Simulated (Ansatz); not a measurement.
Gas-phase electronic energies from Ansatz, PBE0-D4/def2-TZVP geometries. CCSD(T)/CBS adds triple-zeta CCSD(T) − MP2 to the extrapolated MP2 energy (def2 sets, frozen cores). This one scheme is used for every species. Functionals use def2-TZVPP. B3LYP here is the variant with VWN-RPA as its local correlation; programs differ in this. Each species was taken in one conformer, which may not be the lowest.

Consider the silylene loss: `COB(N)O[SiH3]` → `COB(N)O` + `[SiH2]`.

`COB(N)O[SiH3]`:

Z-matrix (Å, degrees):
```
C
O 1 1.409
H 1 1.094 2 111.5
H 1 1.094 2 111.6 3 -121.3
H 1 1.090 2 107.6 3 119.3
B 2 1.366 1 120.5 3 61.6
O 6 1.378 2 119.4 1 0.3
N 6 1.409 2 118.0 1 -179.6
Si 7 1.634 6 136.9 2 -177.3
H 8 1.003 6 121.3 2 -0.5
H 8 1.003 6 123.8 2 -178.7
H 9 1.484 7 108.9 6 -129.7
H 9 1.491 7 111.1 6 -9.7
H 9 1.485 7 109.6 6 110.5
```

`COB(N)O`:

Cartesian coordinates in Å:
```
C -1.447 -0.454 -0.454
O -0.231 0.026 -0.965
B 0.826 0.302 -0.129
N 0.777 0.130 1.269
O 1.985 0.769 -0.697
H -1.901 0.259 0.244
H -2.133 -0.599 -1.290
H -1.319 -1.416 0.056
H -0.023 -0.204 1.770
H 1.570 0.343 1.845
H 1.897 0.844 -1.649
```

`[SiH2]`:

Cartesian coordinates in Å:
```
Si -0.255 -0.480 -0.459
H -0.245 -0.357 1.062
H 0.500 0.837 -0.603
```

CCSD(T)/CBS gives +3.37 eV.

Another level gave +3.54 eV. Which?
A. B3LYP/def2-TZVPP
B. r2SCAN-D4/def2-TZVPP
C. PBE0/def2-TZVPP
D. SCS-MP2/def2-TZVPP

B. r2SCAN-D4 3.54, SCS-MP2/def2-TZVPP 3.43, PBE0 3.32, B3LYP 3.21 eV.

Largest T1 diagnostic among the species: 0.014.

The D4 term adds +0.13 eV with B3LYP and +0.08 eV with PBE0; it sums over pairs of atoms, weighted by their polarisabilities, and B3LYP, whose exchange is more repulsive, gets the larger term. From PBE to PBE0 (25 % exact exchange), in def2-TZVPP and without D4, ΔE moves by +0.14 eV.
